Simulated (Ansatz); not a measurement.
Abridged output of a molecular run in Ansatz:

```
Functional definition: HF
1770 factors; integrals over basis functions are off by at most 9.8e-4 eV
mean field evaluation 1: about -17736.8256 eV, gradient 5.1e1 eV
mean field evaluation 2: about -17737.1162 eV, gradient 5.1e1 eV
mean field evaluation 4: about -17742.2745 eV, gradient 4.3e0 eV
mean field evaluation 8: about -17742.3497 eV, gradient 2.6e-1 eV
mean field -17742.35008614 eV, -652.0193394687 hartree, gradient 2.0e-6 eV, S^2 0.000000; 0 other end points of the search recorded, 0 dependent functions left out
10 core orbitals not correlated: weight in the atoms' cores, before any rotation towards them, 1.000 or more for the frozen orbitals, at most 0.000 for the correlated occupied ones
reference -17742.35008614 eV, -652.0193394687 hartree; 18, 18 occupied and 267, 267 virtual orbitals, 1770 factors
second order -29.99610982 eV of doubles, -0.00000000 eV of singles
cycle   1  -30.37732377 eV  change   -3.8e-1 eV  update   1.1e-1
cycle   2  -31.04825499 eV  change   -6.7e-1 eV  update   3.1e-2
cycle   3  -31.18975978 eV  change   -1.4e-1 eV  update   1.6e-2
cycle   4  -31.17691322 eV  change    1.3e-2 eV  update   3.5e-3
cycle   5  -31.17556202 eV  change    1.4e-3 eV  update   1.5e-3
cycle   6  -31.17608656 eV  change   -5.2e-4 eV  update   4.4e-4
cycle   7  -31.17580126 eV  change    2.9e-4 eV  update   1.4e-4
cycle   8  -31.17572652 eV  change    7.5e-5 eV  update   4.3e-5
cycle   9  -31.17573425 eV  change   -7.7e-6 eV  update   1.5e-5
perturbative correction -1.25729690 eV, -0.0462048087 hartree
Total energy: -17774.78311728 eV, -653.2112313794 hartree
```

Its atoms:

Cartesian coordinates in Å:
```
C -1.355 -1.026 0.793
C -1.328 0.047 -0.274
S -0.206 1.426 0.114
B 1.415 0.741 -0.333
O 2.556 1.471 -0.152
O 1.513 -0.508 -0.866
H -2.080 -1.801 0.531
H -1.635 -0.610 1.763
H -0.375 -1.496 0.891
H -2.309 0.511 -0.391
H -1.034 -0.361 -1.241
H 2.412 2.339 0.230
H 2.426 -0.734 -1.067
```

Task: Which basis set was used?
A. def2-TZVPPD
B. def2-SVPD
C. cc-pV(D+d)Z
D. def2-TZVPP

Result: D. It gives 295 functions.

Task: Write the keys of the input that set method, charge and spin (a neutral closed shell needs none for the last two).

Result: 
```yaml
correlation: {method: ccsd_t}
```
